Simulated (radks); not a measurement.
Results of a calculation; reference values are marked as such.
Be II, 3 electrons, occupied as [He] 2s1. Code: a radial shooting solver on a logarithmic mesh with Libxc functionals. Model: Dirac Kohn-Sham, LDA (Slater exchange, VWN5 correlation), spin-unpolarised, spherical densities, finite nucleus; Fermi nuclear charge, rms radius 2.519 fm.

Normalised radial functions P(r) = r R(r) (large component), r in bohr:

r         1s1/2   2p1/2   2p3/2
0.02117  0.2829  0.0009  0.0009
0.02349  0.3110  0.0011  0.0011
0.02607  0.3415  0.0014  0.0014
0.02892  0.3746  0.0017  0.0017
0.03209  0.4105  0.0021  0.0021
0.03561  0.4491  0.0026  0.0025
0.0392   0.4874  0.0031  0.0031
0.04349  0.5316  0.0037  0.0037
0.04826  0.5788  0.0046  0.0045
0.05355  0.6289  0.0056  0.0055
0.05942  0.6818  0.0068  0.0067
0.06593  0.7373  0.0082  0.0082
0.07316  0.7951  0.0100  0.0100
0.08118  0.8548  0.0121  0.0121
0.09007  0.9159  0.0147  0.0146
0.09995  0.9777  0.0177  0.0177
0.1109   1.0394  0.0214  0.0213
0.1231   1.1000  0.0257  0.0257
0.1365   1.1584  0.0309  0.0308
0.1515   1.2132  0.0370  0.0370
0.1681   1.2629  0.0442  0.0442
0.1865   1.3060  0.0527  0.0527
0.207    1.3408  0.0627  0.0626
0.2297   1.3655  0.0742  0.0741
0.2548   1.3786  0.0876  0.0875
0.2828   1.3785  0.1030  0.1029
0.3138   1.3640  0.1206  0.1205
0.3454   1.3369  0.1390  0.1389
0.3832   1.2925  0.1613  0.1612
0.4252   1.2324  0.1864  0.1862
0.4718   1.1574  0.2141  0.2140
0.5236   1.0690  0.2445  0.2444
0.5809   0.9695  0.2775  0.2774
0.6446   0.8616  0.3128  0.3127
0.7153   0.7490  0.3501  0.3499
0.7936   0.6355  0.3888  0.3886
0.8806   0.5249  0.4282  0.4281
0.9771   0.4210  0.4675  0.4674
1.084    0.3270  0.5056  0.5055
1.203    0.2452  0.5413  0.5412
1.335    0.1769  0.5730  0.5729
1.481    0.1222  0.5988  0.5987
1.644    0.0805  0.6168  0.6168
1.824    0.0503  0.6251  0.6251
2.024    0.0297  0.6220  0.6220
2.245    0.0164  0.6062  0.6062
2.491    0.0084  0.5773  0.5773
2.765    0.0040  0.5357  0.5358
3.043    0.0019  0.4874  0.4874
3.377    0.0007  0.4267  0.4267
3.747    0.0003  0.3606  0.3606
4.157    0.0001  0.2931  0.2931
4.613    0.0000  0.2282  0.2283
5.119    0.0000  0.1695  0.1696
5.68     0.0000  0.1196  0.1197
6.302    0.0000  0.0798  0.0798
6.993    0.0000  0.0500  0.0501
7.759    0.0000  0.0294  0.0294
8.61     0.0000  0.0160  0.0160

1s1/2: eigenvalue -116.43 eV, 0 radial nodes, <r> = 0.424 bohr, 90 % of the charge inside 0.764 bohr. 2p1/2 (empty): eigenvalue -9.818 eV, 0 radial nodes, <r> = 2.38 bohr, 90 % of the charge inside 3.89 bohr. 2p3/2 (empty): eigenvalue -9.817 eV, 0 radial nodes, <r> = 2.39 bohr, 90 % of the charge inside 3.89 bohr.
